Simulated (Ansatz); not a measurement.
A structure relaxed at B3LYP-D4/def2-SVP in Ansatz, charge 0, singlet:

Cartesian coordinates in Å:
```
Pd 0.6819 -1.5769 0.6121
Pd 0.6116 0.8284 -0.6982
Au 0.6065 2.6409 1.3018
Au -0.8949 0.4356 1.6994
Au 0.6290 -1.3908 -2.2392
Au -1.6342 -0.9372 -0.6759
```

Task: Give its formula.

Result: the cluster Pd2Au4.

Task: Summarise the bond lengths by kind (pairs closer than 1.2 times the sum of covalent radii, bridged metal pairs left out).

Result: 7 × Au–Pd 2.70 to 2.86 Å; 3 × Au–Au 2.70 to 2.84 Å; 1 × Pd–Pd 2.74 Å.

In the def2 sets Au, Pd take a core potential; there is no spin–orbit coupling. The restricted singlet is unstable towards broken spin symmetry in Hartree–Fock (as tested in another run); at B3LYP-D4/def2-SVP this wasn't settled. The relaxation made no stability test and no search for a lower SCF solution. No other spin state of charge 0 was run. The structure comes from a short search, and lower isomers may exist.
